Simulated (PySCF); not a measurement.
Fill in the blanks.

Species: C6H9N.
SMILES: `[H]/N=C/[C@@H]1CC12CC2`

Conformer (atom-mapped SMILES and torsion angles): `[H]/[N:1]=[CH:2]/[C@@H:3]1[CH2:4][C:5]12[CH2:6][CH2:7]2`: N1–C2–C3–C4 -148°.

```csv
property,level,value
point group of the GFN2-xTB geometry,GFN2-xTB,?
"rotational constants A, B, C of the GFN2-xTB geometry",GFN2-xTB,?
dipole moment,CAM-B3LYP/def2-SVPD,?
HOMO energy,CAM-B3LYP/def2-SVPD,?
LUMO energy,CAM-B3LYP/def2-SVPD,?
lowest singlet excitation,TDDFT CAM-B3LYP/def2-SVPD,"5.32 eV (233 nm, f = 0.002)"
strongest line among the 8 lowest singlet transitions,TDDFT CAM-B3LYP/def2-SVPD,"S3 at 7.21 eV (172 nm, f = 0.259)"
lowest triplet excitation (Tamm–Dancoff),TDA CAM-B3LYP/def2-SVPD,?
static isotropic polarisability,CAM-B3LYP/def2-SVPD,75.9 au
electronic spatial extent ⟨r²⟩ about the centre of nuclear charge,CAM-B3LYP/def2-SVPD,?
```

Electronic properties: PySCF, gas phase, density fitting.

**Question.** The electronic spatial extent ⟨r²⟩ about the centre of nuclear charge?

**Answer.** 831 bohr².

**Question.** Give the lowest triplet excitation (Tamm–Dancoff).

**Answer.** 4.53 eV.

**Question.** The rotational constants A, B, C of the GFN2-xTB geometry?

**Answer.** 5.648, 1.744, 1.565 GHz.

**Question.** The point group of the GFN2-xTB geometry?

**Answer.** C1.

**Question.** The LUMO energy?

**Answer.** 1.02 eV.

**Question.** What is the dipole moment?

**Answer.** 2.21 D.

**Question.** Give the HOMO energy.

**Answer.** -8.80 eV.

No computed singlet falls in the visible range (750 to 380 nm, 1.65 to 3.26 eV); S1 lies 2.06 eV above its blue end. The rotational constants make it an asymmetric top with κ = (2B − A − C)/(A − C) = -0.91, nearer the prolate limit (−1). The principal polarisabilities are 66.2, 68.3 and 93.3 au; their mean is the isotropic value. The 8 singlets span 5.32 to 8.17 eV, and their oscillator strengths add up to 0.51. The polarisability is 11.25 Å³ as a volume (1 au = 0.148185 Å³), or 1.46 au for each of the 52 electrons. With B = h/(8π²I), that is 505.379 GHz u Å² over I, the principal moments of inertia are 89.5, 289.7 and 322.9 u Å² (most abundant isotopes).

One conformer stands for the species.
